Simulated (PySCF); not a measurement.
**Working out the ionisation energy of Ag**

Ag [Kr] 4d10 5s1 (2S) → Ag+ [Kr] 4d10 (1S). Computed with PySCF 2.14 in cc-pVDZ-PP with ECP28MDF (4s4p3d1f, 38 functions), with scalar relativity through the core potential. Frozen: 4s2 4p6. Energies in hartree (1 hartree = 27.21139 eV):

```csv
part,Ag (lower),Ag+ (upper)
UHF,-146.054086,-145.820491
CCSD correlation,-0.276687,-0.252250
(T),-0.005009,-0.003116
```

Q: What does Hartree-Fock give?

A: (-145.820491) − (-146.054086) = 0.233595 hartree = 6.356 eV.

Q: What do CCSD and CCSD(T) give?

A: The CCSD correlation energies differ by 0.024437 hartree = 0.665 eV and the triples by 0.001893 hartree = 0.052 eV, so CCSD gives 7.021 eV and CCSD(T) 7.073 eV.

Measured between the centres of the two terms (NIST): 7.576 eV, so CCSD(T) (valence) is off by -0.503 eV.

A double-zeta basis recovers only part of the correlation energy.

What remains against the reference includes basis incompleteness, the frozen core and higher excitations.
